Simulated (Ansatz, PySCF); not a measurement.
Species: sum formula CaOFH (charge 0, singlet). 
Geometry from a B3LYP-D3(BJ)/def2-TZVP (Ansatz, a first-principles code) optimisation:
```xyz
4

Ca     0.1682     0.0397     0.1078
F      0.8960     0.7950    -1.6210
O     -1.1916    -0.8368     1.3266
H     -1.8956    -1.2539     1.8195
```
Charge 0, spin multiplicity 1.

Dipole moments at this geometry, in debye (magnitudes).

| level | program | dipole (D) |
|---|---|---|
| PBE/def2-TZVPD | Ansatz | (withheld) |
| BLYP/def2-TZVPD | Ansatz | 2.93 |
| BP86/def2-TZVPD | PySCF | 2.91 |
| M06-L/def2-TZVPD | PySCF | 2.94 |
| PBE0/def2-TZVPD | PySCF | 3.00 |
| M06-2X/def2-TZVPD | PySCF | 3.06 |
| MN15/def2-TZVPD | PySCF | 3.02 |
| CAM-B3LYP/def2-TZVPD | Ansatz | 3.03 |
| wB97M-V/def2-TZVPD | Ansatz | 3.02 |
| CCSD(T)/def2-SVPD | Ansatz | (withheld) |

Problem. Some entries are withheld; supply them.

Solution. 
- PBE/def2-TZVPD, dipole (D): 2.92
- CCSD(T)/def2-SVPD, dipole (D): 3.11
